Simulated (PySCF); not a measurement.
Problem. Write Cartesian coordinates for InChI=1S/CH7FGeSi/c1-4(2)3/h4H,1,3H3/t4-/m1/s1 as optimised with PBE0-D3(BJ)/def2-SVP.

Solution. 
```xyz
11
CH7FGeSi angstrom
C     -1.6081   -0.3470    0.0269
Si    -0.0711    0.7065    0.1178
F     -0.1537    1.8459   -1.0546
Ge     1.9163   -0.5480   -0.2494
H     -2.5085    0.2849    0.0794
H     -1.6427   -0.9239   -0.9093
H     -1.6358   -1.0543    0.8712
H     -0.0010    1.4314    1.4223
H      1.8483   -1.2858   -1.6004
H      3.1577    0.3619   -0.2504
H      2.0905   -1.6023    0.8628
```

Any rigid rotation of these coordinates is as good. Atoms count from 1 in this order. Si2 (fluorine-bound silicon) is tetrahedral (angles from 106.9° to 112.5°). Ge4 (germanium bonded to Si and 3 H) is tetrahedral (angles from 108.1° to 111.2°).

Bonds between heavy atoms (Å): C1–Si2 1.866, Si2–F3 1.637, Si2–Ge4 2.379.

Computed, not measured: PySCF, PBE0-D3(BJ)/def2-SVP geometry optimisation, gas phase.

Point group: C1 (no symmetry element, even within 0.4 Å). PBE0-D3(BJ)/def2-SVP frequencies: not computed here.
